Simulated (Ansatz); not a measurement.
Problem. Name a neutral molecule of C, N, O, Ti and H with LUMO energy (PBE/def2-TZVPP) between -1.70 and -1.40 eV and HOMO–LUMO gap (PBE/def2-TZVPP) between 3.95 and 4.25 eV (Ansatz, PBE0-D4/def2-TZVP geometry).

Solution. `C[O][Ti]([NH2])([O]C)[O]C` (-1.64 eV, 3.99 eV). Other molecules can fit too; these were computed, each in one conformer that needn't be the lowest.
